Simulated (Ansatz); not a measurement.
Harmonic frequencies (cm⁻¹) at PBE0-D4/def2-TZVP from Ansatz: 121, 235, 252, 312, 349, 401, 426, 497, 563, 621, 663, 676, 710, 749, 837, 925, 938, 975, 1045, 1080, 1158, 1249, 1270, 1372, 1446, 2203, 2213, 2218, 2231, 2962, 3052, 3116, 3864.

Each molecule was computed in one conformer, which needn't be the lowest.

Q: Which molecule is it?
A. `CC[Si]O[SiH3]`
B. `C1C[SiH2][SiH2]O1`
C. `O/C([SiH3])=C/[SiH3]`
D. `OC1C[SiH2][SiH2]1`

A: D.
